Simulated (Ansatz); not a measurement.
Reaction (formal exchange of groups at a Ge–B bond): `[NH2][GeH2][B](O)O` + silanol → `[NH2][GeH2][SiH2]O` + `OBO`

Computed with Ansatz on PBE0-D4/def2-TZVP structures; ΔE is electronic, products minus reactants. CCSD(T)/CBS is the MP2 limit (def2-TZVPP, def2-QZVPP) plus CCSD(T) − MP2 in def2-TZVPP, frozen cores. This one scheme is used for every species. DFT in def2-TZVPP. B3LYP here is the variant with VWN-RPA as its local correlation; programs differ in this. For Ge outer-core shells are correlated without core-valence functions, which leaves a few kJ/mol of doubt a bond. Scalar relativity is left out up to krypton. One conformer a species, not always the lowest.

**Question.** Is it downhill or uphill in electronic energy at CCSD(T)/CBS, and by how much? (Best estimate.)

**Answer.** Computed: Downhill: ΔE = -30.6 kJ/mol.

**Question.** What do these levels give: B3LYP-D4, ωB97M-V, CCSD/def2-TZVPP, CCSD(T)/def2-TZVPP, HF/CBS(def2), MP2/CBS(def2)? (Estimate.)

**Answer.** Computed: B3LYP-D4 -35.3, ωB97M-V -32.8, CCSD/def2-TZVPP -26.3, CCSD(T)/def2-TZVPP -28.1, HF/CBS(def2) -18.7, MP2/CBS(def2) -31.3 kJ/mol.

Largest T1 diagnostic among the species: 0.013.

The D4 term adds −3.5 kJ/mol with B3LYP and −1.8 kJ/mol with PBE0; it sums over pairs of atoms, weighted by their polarisabilities, and B3LYP, whose exchange is more repulsive, gets the larger term. In def2-TZVPP, CCSD(T) changes the Hartree–Fock value by −9.1 kJ/mol (the triples alone add −1.8 kJ/mol) and MP2 by −9.8 kJ/mol.
